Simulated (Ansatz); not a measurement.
Gas-phase electronic energies from Ansatz, PBE0-D4/def2-TZVP geometries. CCSD(T)/CBS is the MP2 limit (def2-TZVPP, def2-QZVPP) plus CCSD(T) − MP2 in def2-TZVPP, frozen cores. This one scheme is used for every species. Each species was taken in one conformer, which may not be the lowest.

Consider the ligand exchange at the Si–O bond: `N[Si](O)([SiH3])Cl` + `O[SiH3]` → `N[Si]([SiH3])(Cl)O[SiH3]` + H₂O.

`N[Si](O)([SiH3])Cl`:

Z-matrix (Å, degrees):
```
Si
O 1 1.643
Si 1 2.337 2 111.6
N 1 1.695 2 111.6 3 124.0
Cl 1 2.069 2 107.2 3 -119.0
H 2 0.959 1 117.7 3 68.9
H 3 1.486 1 110.9 2 -166.7
H 3 1.488 1 109.6 2 -46.2
H 3 1.490 1 110.0 2 72.8
H 4 1.007 1 120.5 2 -76.9
H 4 1.008 1 121.1 2 72.9
```

`O[SiH3]`:

Z-matrix (Å, degrees):
```
Si
O 1 1.648
H 1 1.489 2 111.7
H 1 1.489 2 111.7 3 120.9
H 1 1.481 2 105.9 3 -119.6
H 2 0.957 1 117.9 3 -60.5
```

`N[Si]([SiH3])(Cl)O[SiH3]`:

Z-matrix (Å, degrees):
```
Si
Si 1 2.333
Cl 1 2.064 2 108.4
N 1 1.705 2 117.2 3 -117.5
O 1 1.628 2 106.6 3 118.8
H 2 1.487 1 109.6 3 57.1
H 2 1.486 1 111.1 3 -63.8
H 2 1.490 1 109.5 3 175.9
H 4 1.006 1 120.8 2 95.9
H 4 1.007 1 121.7 2 -57.0
Si 5 1.647 1 138.9 2 171.0
H 11 1.484 5 110.7 1 42.6
H 11 1.485 5 109.8 1 -78.3
H 11 1.482 5 107.5 1 162.7
```

H₂O:

Z-matrix (Å, degrees):
```
O
H 1 0.960
H 1 0.960 2 105.1
```

| species | SCS-MP2/def2-QZVPP energy (Eh) |
| --- | --- |
| `N[Si](O)([SiH3])Cl` | -1171.41511 |
| `O[SiH3]` | -366.63896 |
| `N[Si]([SiH3])(Cl)O[SiH3]` | -1461.71502 |
| H₂O | -76.34808 |

Task: Work out ΔE.

Result: ΔE = (-1461.71502) + (-76.34808) − (-1171.41511) − (-366.63896) = -0.00903 Eh = -23.7 kJ/mol. CCSD(T)/CBS gives -24.9 kJ/mol.

Largest T1 diagnostic among the species: 0.012.

From PBE to PBE0 (25 % exact exchange), in def2-TZVPP and without D4, ΔE moves by −3.3 kJ/mol. The D4 term adds −10.1 kJ/mol with B3LYP and −6.1 kJ/mol with PBE0; it sums over pairs of atoms, weighted by their polarisabilities, and B3LYP, whose exchange is more repulsive, gets the larger term.

B3LYP here is the variant with VWN-RPA as its local correlation; programs differ in this.
